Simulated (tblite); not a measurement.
Run record: tight-binding relaxation, `ClCC[BH-]1[Cl+][GaH2-][Cl+]1`.

Computed with GFN2-xTB geometry optimisation, gas phase (tblite 0.8.0). Start geometry: from a force field or distance geometry. The command runs a driver script over a list of jobs; the input below is this job's line of settings and its coordinates in Å.

Command:
```bash
OMP_NUM_THREADS=1 python probes_run.py task.json out
```

Input:
```
{"job": {"kind": "relax", "xc": "GFN2-xTB", "basis": "xTB"}, "charge": 0, "multiplicity": 1}
Cl    -3.696500     0.409800    -0.575400
C     -2.069700     0.355600     0.090000
C     -1.031900     0.103900    -1.007500
B      0.403800     0.059100    -0.437200
Cl     1.467100     1.562900    -0.593700
Ga     2.695600     0.683100     1.020900
Cl     0.565000     0.314100     1.411800
H     -1.887200     1.359100     0.579700
H     -1.960900    -0.399300     0.931200
H     -1.207600     0.794700    -1.852800
H     -1.270900    -0.906600    -1.411800
H      1.054100    -0.905800    -0.703200
H      3.407100     1.712500     2.004600
H      3.531300    -0.583500     0.521300
```

Output:
```
step      E/eV     max force
  0    -653.65406    3.026
  1    -653.99652    1.996
  2    -654.20441    0.842
  3    -654.26626    0.561
  4    -654.29904    0.507
  5    -654.31967    0.494
  6    -654.34266    0.399
  7    -654.36062    0.354
  8    -654.37125    0.273
  9    -654.37857    0.278
... (101 lines left out)
111    -654.77976    0.029
112    -654.77988    0.037
113    -654.78004    0.040
114    -654.78016    0.025
115    -654.78025    0.019
116    -654.78030    0.012
117    -654.78033    0.013
118    -654.78035    0.012
119    -654.78038    0.011
120    -654.78040    0.010
```

«max force» is the largest atomic force in eV/Å.

Question: From which step on does the largest force stay under 0.1 eV/Å, and how much energy is left to gain from there?

Answer: From step 96 (0.091 eV/Å), 6.7 meV above the end.

In short: energy lowered by 26.0 kcal/mol over 120 steps; largest atomic force 0.010 eV/Å at the end.

Question: Where do the atoms end?

Answer: 1.154 Å rms from the input after alignment:
```
atom  x, y, z in Å
Cl1   -3.1794    1.2024    0.2051
C2    -1.4302    0.8185    0.2452
C3    -1.0439   -0.0982   -0.9063
B4     0.5241   -0.4758   -0.9646
Cl5    1.5794    1.1025   -0.9818
Ga6    2.0398    0.7416    1.2098
Cl7    1.0761   -1.2425    0.6852
H8    -0.9101    1.7801    0.1907
H9    -1.2471    0.3514    1.2179
H10   -1.3370    0.3818   -1.8425
H11   -1.6360   -1.0132   -0.8354
H12    0.8572   -1.1766   -1.8488
H13    1.1413    1.5843    2.1504
H14    3.5652    0.6033    1.4528
```

Hardware: an Arm Neoverse N1 with one thread, on a shared host. Cost: 1.8 s wall.
Labels such as C1 count atoms from 1, the log's own numbers from 0.
